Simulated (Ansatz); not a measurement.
`[F][GeH2][SiH2][SiH3]` + H₂Se → `[SiH3][SiH2][SeH]` + `[F][GeH3]`  (cleavage of the Si–Ge bond)

Computed with Ansatz on PBE0-D4/def2-TZVP structures; ΔE is electronic, products minus reactants. CBS: MP2 limit from def2 TZ/QZ plus the TZ coupled-cluster correction, frozen cores. Functionals use def2-TZVPP. For Ge, Se outer-core shells are correlated without core-valence functions, which leaves a few kJ/mol of doubt a bond. Scalar relativity is left out up to krypton. One conformer a species, not always the lowest.

```json
{"level": "r2SCAN-D4", "ΔE (kJ/mol)": "-38.9"}
{"level": "ωB97X-V", "ΔE (kJ/mol)": "-40.1"}
{"level": "SCS-MP2/def2-TZVPP", "ΔE (kJ/mol)": "-47.2"}
{"level": "SCS-MP2/def2-QZVPP", "ΔE (kJ/mol)": "-49.2"}
```

Problem. What does CCSD(T)/CBS give? (Estimate.)

Solution. Ansatz gave: -42.5 kJ/mol. The listed levels differ from it by 3.6, 2.4, -4.7, -6.7 kJ/mol.

Largest T1 diagnostic among the species: 0.013.

From PBE to PBE0 (25 % exact exchange), in def2-TZVPP and without D4, ΔE moves by −4.4 kJ/mol. In def2-TZVPP, CCSD(T) changes the Hartree–Fock value by +11.3 kJ/mol (the triples alone add +0.5 kJ/mol) and MP2 by +3.1 kJ/mol.
